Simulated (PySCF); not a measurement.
Bond curve of Cs₂⁻

Set-up: PySCF, scalar-relativistic core potentials, basis sets Cs def2-SVPD with ECP46. Energies in eV from Cs + Cs⁻ in their ground configurations at the same level. State: ²Σu⁺ (doublet), unpaired electrons σ ↑.

```json
{"R (Å)": "4.597", "M06": "-0.5392"}
{"R (Å)": "4.811", "M06": "-0.5450"}
{"R (Å)": "5.024", "M06": "-0.5395"}
{"R (Å)": "5.185", "M06": "-0.5304"}
{"R (Å)": "5.345", "M06": "-0.5185"}
{"R (Å)": "5.505", "M06": "-0.5048"}
{"R (Å)": "5.719", "M06": "-0.4850"}
{"R (Å)": "5.986", "M06": "-0.4591"}
{"R (Å)": "6.307", "M06": "-0.4285"}
{"R (Å)": "6.735", "M06": "-0.3919"}
```

Q: Put a parabola through the three lowest points of the M06 curve and estimate Re, k and ωe (reduced mass 66.45 u; 1 eV/Å² = 0.16022 mdyn/Å; ωe = 1302.8·√(k/μ) cm⁻¹).

A: Through R = 4.597, 4.811, 5.024 Å the second-order coefficient is 0.124 eV/Å², so Re ≈ 4.813 Å, k ≈ 0.0397 mdyn/Å and ωe ≈ 32 cm⁻¹. A polynomial fit of higher order to the unrounded M06 energies gives Re = 4.800 Å, k = 0.0403 mdyn/Å, ωe = 32.1 cm⁻¹; anharmonicity and rounding make the difference.

The higher-order fit for each curve: M06: Re = 4.800 Å, ωe = 32.1 cm⁻¹, De = 0.55 eV.

Spin–orbit coupling is left out. The highest Kohn–Sham level is positive in this anion. Much of that is self-interaction error, but it also means that the finite basis helps to hold the extra electron. The state was picked by a PBE0 search and need not be the measured ground state.
